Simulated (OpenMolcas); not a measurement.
# Au3+: moving or changing the point charges

Au3+ among 4 point charges of -2.5 e arranged as a square (D4h), 1.82 Å from the ion.

```yaml
Program: OpenMolcas
Method: CASSCF
Basis: ANO-RCC-VDZP [7s6p4d2f]
Scalar_Hamiltonian: DKH2, point nucleus
Active_space: 8 electrons in 5 orbitals (5d)
State_averaging: 2S+1 = 3 even, 10 roots; 2S+1 = 1 even, 15 roots
Spin-orbit_coupling: state interaction with AMFI integrals over the reference wave functions
```

Runs around this geometry, states (labels of D4, the rotations of D4h). Energies in cm-1 above the lowest state or level, χT in cm3 K/mol.

| R (Å) | q (e) | Ground state | First state of that spin | First gap with spin-orbit (degeneracies) | χT at 300 K | First state of another spin |
| --- | --- | --- | --- | --- | --- | --- |
| 1.82 | -2 | 1A1 | 1A2 9626 | 7298 (1, 1) | 0.069 | 3A2 909.6 |
| 1.75 | -2.5 | 1A1 | 1A2 13565 | 10747 (1, 2) | 0.040 | 3A2 4992 |
| 1.82 | -2.5 | 1A1 | 1A2 11434 | 9208 (1, 2) | 0.050 | 3A2 2811 |
| 2.01 | -2.5 | 3A2 | 3E 7832 | 5958 (1, 1) | 0.091 | 1A1 1524 |

Scaling the charges by -2 / -2.5 = 0.80 scales the first state of the same spin by 9626 / 11434 = 0.84; with fixed orbitals a first-order splitting would follow the charge.

The ground state changes within this set.

Without dynamic correlation the repulsion within the d shell is too large (B by tens of per cent), so at a given field states of lower spin stand too high. Spin-orbit coupling mixes the spin-free states strongly: the lowest level takes only 49 % from its leading state, 3A2, which lies 910 cm-1 above the lowest spin-free state (figures for R = 1.82, q = -2; the like holds for R = 1.75, q = -2.5, R = 1.82, q = -2.5, R = 2.01, q = -2.5). This shell can be high or low spin here, a state of another spin lies low, and with metal d orbitals alone active their balance is uncertain, so the ground spin may be wrong, although the usual error favours high spin (holds for R = 1.82, q = -2; R = 1.75, q = -2.5; R = 1.82, q = -2.5). This shell can be high or low spin here, a state of another spin lies low, and with metal d orbitals alone active their balance is uncertain, so the ground spin may be wrong (holds for R = 2.01, q = -2.5). Point charges give a weaker field than real ligands, and real ions of this kind are as a rule low spin; the high spin found here belongs to the model (holds for R = 2.01, q = -2.5). Point charges carry no covalency, so the field is a model and not that of real ligands. No measured value stands beside these numbers.
